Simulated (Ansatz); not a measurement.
C2H6InN (`C=C[NH][InH2]`). The species carries charge 0 and has multiplicity 1. In: def2 effective core potential.

Cartesian coordinates in Å:
```
C 0.493 0.722 1.462
C -0.646 0.270 0.931
N -0.825 -0.299 -0.312
In 0.512 -0.669 -1.807
H 1.439 0.680 0.934
H 0.493 1.148 2.455
H -1.556 0.346 1.525
H -1.781 -0.565 -0.484
H 2.142 -0.233 -1.564
H -0.273 -1.401 -3.141
```

(1) List the harmonic frequencies (cm⁻¹, unscaled) at PBE0-D4/def2-TZVP in Ansatz. (Best estimate.)

(2) Is this a minimum?

(3) Give the ideal-gas thermochemistry at 298.15 K and 1 bar (rigid rotor, harmonic oscillator; point group Cs, symmetry number 1).

(4) And at 400, 500, 600, 800 and 1000 K?

Answers

(1) Computed: 72, 149, 192, 374, 464, 494, 539, 569, 612, 700, 818, 997, 1007, 1165, 1344, 1388, 1445, 1701, 1856, 1879, 3133, 3166, 3264, 3633.

(2) Yes, all 24 modes are real.

(3) Zero-point energy 185.2 kJ/mol; H(298) − E = 204.7 kJ/mol; entropy 340.2 J/(mol·K), of which translation 172.1, rotation 110.5, vibration 57.7; G(298) − E = 103.3 kJ/mol. Modes under 100 cm⁻¹ are hindered rotations or soft bends, so the harmonic entropy is rough.

(4) 
| T (K) | H − E (kJ/mol) | S (J/mol/K) | G − E (kJ/mol) |
| --- | --- | --- | --- |
| 400 | 215.9 | 372.4 | 67.0 |
| 500 | 228.6 | 400.7 | 28.3 |
| 600 | 242.8 | 426.4 | -13.1 |
| 800 | 274.3 | 471.6 | -103.0 |
| 1000 | 309.1 | 510.4 | -201.3 |
